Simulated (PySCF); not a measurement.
## Spin–spin coupling constants

Molfile (atoms numbered from 1):
```
C3H7Ga
     RDKit          3D

 11 11  0  0  0  0  0  0  0  0999 V2000
    1.8315    0.4427    0.1378 Ga  0  0  0  0  0  3  0  0  0  0  0  0
    0.1463   -0.2276   -0.5650 C   0  0  0  0  0  0  0  0  0  0  0  0
   -1.1469    0.4933   -0.2243 C   0  0  0  0  0  0  0  0  0  0  0  0
   -0.8724   -0.8327    0.3862 C   0  0  0  0  0  0  0  0  0  0  0  0
    3.1824    0.3503   -0.6619 H   0  0  0  0  0  0  0  0  0  0  0  0
    1.7910    1.0959    1.5733 H   0  0  0  0  0  0  0  0  0  0  0  0
    0.1620   -0.6829   -1.5611 H   0  0  0  0  0  0  0  0  0  0  0  0
   -1.1046    1.3799    0.4165 H   0  0  0  0  0  0  0  0  0  0  0  0
   -1.9063    0.5544   -1.0093 H   0  0  0  0  0  0  0  0  0  0  0  0
   -1.4399   -1.6958    0.0265 H   0  0  0  0  0  0  0  0  0  0  0  0
   -0.6375   -0.8749    1.4547 H   0  0  0  0  0  0  0  0  0  0  0  0
  1  2  1  0
  2  3  1  0
  3  4  1  0
  4  2  1  0
  1  5  1  0
  1  6  1  0
  2  7  1  0
  3  8  1  0
  3  9  1  0
  4 10  1  0
  4 11  1  0
M  END
```

Couplings: B3LYP/pcJ-1 (pcSseg-1 on Ga) (without the spin–dipole term) in PySCF 2.14.0 with density-fitted response routines, geometry PBE0-D3(BJ)/def2-SVP; gas phase, one conformer, non-relativistic. Couplings are averaged over pairs made equivalent by symmetry, fast rotation or ring inversion, so a value needn't be that of the named pair in this geometry, while other rotamers aren't included; one pair stands for each set, and the list holds those of at least 1.5 Hz over up to four bonds.

Isotopes: ¹³C, ¹H.

| pair | bonds | J (Hz) |
| --- | --- | --- |
| C2, C3 | 1 | ? |
| C2, H7 | 1 | 161.7 |
| C3, C4 | 1 | 19.1 |
| C3, H8 | 1 | 170.5 |
| C3, H9 | 1 | 170.8 |
| C2, H5 | 2 | ? |
| C2, H9 | 2 | -2.3 |
| C3, H7 | 2 | -2.0 |
| C3, H11 | 2 | -1.9 |
| H5, H6 | 2 | ? |
| H8, H9 | 2 | ? |
| H5, H7 | 3 | ? |
| H7, H8 | 3 | 7.9 |
| H7, H9 | 3 | 11.2 |
| H8, H10 | 3 | 5.9 |
| H8, H11 | 3 | 9.4 |
| H9, H10 | 3 | 9.2 |

Estimate the withheld couplings, with signs.

## Answers


- ¹J(C2,C3) = 8.6 Hz (bond length 1.519 Å)
- ²J(C2,H5) = 25.8 Hz (mean over equivalent pairs that range from 21.7 to 29.9 Hz in this conformer)
- ²J(H5,H6) = 47.0 Hz (angle at Ga1 121°)
- ²J(H8,H9) = -4.1 Hz (angle at C3 114°)
- ³J(H5,H7) = 1.7 Hz (mean over equivalent pairs that range from -2.1 to 5.4 Hz in this conformer)

Relativistic effects of the heavier atoms present are left out.
